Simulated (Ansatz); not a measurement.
One change: `C=[N][Al]([OH])[SiH3]` becomes `[OH][Al]([SiH3])[Cl]`.

Ansatz, PBE0-D4/def2-TZVP geometries, multiplicity 1. Each molecule was computed in one conformer, which needn't be the lowest.

| property | `C=[N][Al]([OH])[SiH3]` |
| --- | --- |
| HOMO energy (ωB97M-V/def2-TZVPP) / eV | -9.03 |
| LUMO energy (PBE/def2-TZVPP) / eV | -2.23 |
| LUMO energy (B3LYP/def2-TZVPP) / eV | -1.37 |
| size of the dipole moment (PBE/def2-TZVPP) / D | 2.55 |
| size of the dipole moment (ωB97M-V/def2-TZVPP) / D | 2.72 |
| HOMO energy (B3LYP/def2-TZVPP) / eV | -6.53 |

Task: What does the change do to each property? (Best estimate.)

Result: Computed: 
| property | `[OH][Al]([SiH3])[Cl]` | shift |
| --- | --- | --- |
| HOMO energy (ωB97M-V/def2-TZVPP) / eV | -10.22 | -1.19 |
| LUMO energy (PBE/def2-TZVPP) / eV | -2.07 | 0.16 |
| LUMO energy (B3LYP/def2-TZVPP) / eV | -1.49 | -0.12 |
| size of the dipole moment (PBE/def2-TZVPP) / D | 0.67 | -1.88 |
| size of the dipole moment (ωB97M-V/def2-TZVPP) / D | 0.68 | -2.04 |
| HOMO energy (B3LYP/def2-TZVPP) / eV | -8.01 | -1.48 |

With PBE0 the HOMO falls by 1.49 eV and the LUMO falls by 0.19 eV, so the gap widens by about 1.30 eV. PBE moves the HOMO by -1.64 eV and ωB97M-V by -1.19 eV. Dipoles are sizes alone; their direction can turn.

B3LYP here is the variant with VWN-RPA as its local correlation; programs differ in this.
